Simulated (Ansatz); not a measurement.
The inner images of a band of C2H9NSi + H2S (16 atoms, charge 0, multiplicity 1) are given out of order.

Level of theory: RKS PBE/6-31G in Ansatz.

First end point:

```xyz
16
Properties=species:S:1:pos:R:3
Si -1.679 0.679 -0.182
N -0.064 -0.161 0.091
C 0.196 -0.650 1.472
C 0.350 -1.140 -0.950
H -1.610 1.300 -1.554
H -1.822 1.710 0.907
H -2.833 -0.309 -0.123
H 0.982 0.933 -0.019
S 2.131 1.961 -0.038
H -0.059 0.139 2.196
H -0.383 -1.564 1.709
H 1.273 -0.872 1.571
H -0.205 -2.096 -0.872
H 0.184 -0.710 -1.951
H 1.429 -1.342 -0.837
H 2.109 2.122 -1.420
```

Last end point:

```xyz
16
Properties=species:S:1:pos:R:3
Si -2.170 1.664 -0.338
N 1.263 -0.301 0.135
C 0.738 -0.869 1.410
C 0.983 -1.120 -1.079
H -2.474 0.687 -1.474
H -3.105 2.844 -0.509
H -2.608 0.931 0.930
H 2.268 -0.090 0.213
S -0.065 2.338 -0.271
H 0.979 -0.178 2.230
H -0.357 -0.944 1.330
H 1.162 -1.867 1.617
H -0.109 -1.192 -1.203
H 1.397 -0.604 -1.957
H 1.412 -2.133 -0.997
H 0.685 0.833 -0.038
```

Put them in order from the first end to the last, with their energies above the first end.
A.
```xyz
16
Properties=species:S:1:pos:R:3
Si -1.871 1.742 -0.404
N 1.153 -0.358 0.115
C 0.662 -0.841 1.439
C 0.731 -1.205 -1.037
H -2.075 1.046 -1.746
H -2.893 2.852 -0.307
H -2.240 0.690 0.644
H 2.177 -0.249 0.128
S 0.195 2.478 -0.114
H 0.896 -0.082 2.199
H -0.431 -0.953 1.387
H 1.114 -1.810 1.716
H -0.367 -1.271 -1.044
H 1.058 -0.730 -1.974
H 1.151 -2.225 -0.970
H 0.741 0.915 -0.033
```
B.
```xyz
16
Properties=species:S:1:pos:R:3
Si -2.300 1.859 -0.604
N 1.241 -0.347 0.197
C 1.075 -1.000 1.528
C 0.835 -1.188 -0.965
H -2.299 1.312 -2.031
H -3.057 3.172 -0.642
H -3.155 0.882 0.200
H 2.204 0.000 0.077
S -0.285 2.209 0.237
H 1.450 -0.320 2.307
H 0.001 -1.167 1.700
H 1.613 -1.963 1.577
H -0.236 -1.420 -0.868
H 0.987 -0.611 -1.889
H 1.412 -2.128 -1.008
H 0.514 0.710 0.185
```
C.
```xyz
16
Properties=species:S:1:pos:R:3
Si -1.551 1.675 -0.336
N 0.799 -0.448 0.044
C 0.511 -0.920 1.410
C 0.532 -1.444 -1.009
H -1.513 0.949 -1.661
H -2.707 2.652 -0.351
H -1.782 0.705 0.799
H 1.758 -0.087 -0.023
S 0.209 3.059 -0.069
H 0.715 -0.112 2.131
H -0.561 -1.172 1.486
H 1.093 -1.822 1.707
H -0.545 -1.684 -1.012
H 0.784 -1.018 -1.993
H 1.093 -2.398 -0.879
H 1.164 2.064 -0.245
```
D.
```xyz
16
Properties=species:S:1:pos:R:3
Si -1.213 1.272 -0.216
N 0.457 -0.318 0.082
C 0.329 -0.849 1.459
C 0.439 -1.357 -0.969
H -1.276 1.000 -1.706
H -2.170 2.430 0.054
H -1.944 0.165 0.553
H 1.275 0.306 0.020
S 0.704 2.697 0.130
H 0.400 -0.012 2.172
H -0.661 -1.321 1.573
H 1.114 -1.593 1.691
H -0.547 -1.851 -0.967
H 0.591 -0.885 -1.952
H 1.220 -2.126 -0.808
H 1.282 2.443 -1.115
```
E.
```xyz
16
Properties=species:S:1:pos:R:3
Si -1.315 0.927 -0.225
N 0.228 -0.223 0.138
C 0.204 -0.778 1.530
C 0.423 -1.269 -0.916
H -1.395 1.403 -1.648
H -1.621 1.888 0.885
H -2.329 -0.223 -0.104
H 0.993 0.577 0.055
S 1.257 2.527 -0.215
H 0.214 0.062 2.241
H -0.701 -1.387 1.683
H 1.099 -1.400 1.694
H -0.463 -1.921 -0.976
H 0.580 -0.767 -1.883
H 1.311 -1.875 -0.675
H 1.515 2.458 -1.584
```

E (+11.7 kJ/mol), D (+0.6 kJ/mol), C (-21.3 kJ/mol), A (-59.4 kJ/mol), B (-61.5 kJ/mol).

Time of the run: 6 min on 2 threads of Arm Neoverse V2, on a shared host, peak memory 0.15 GiB.
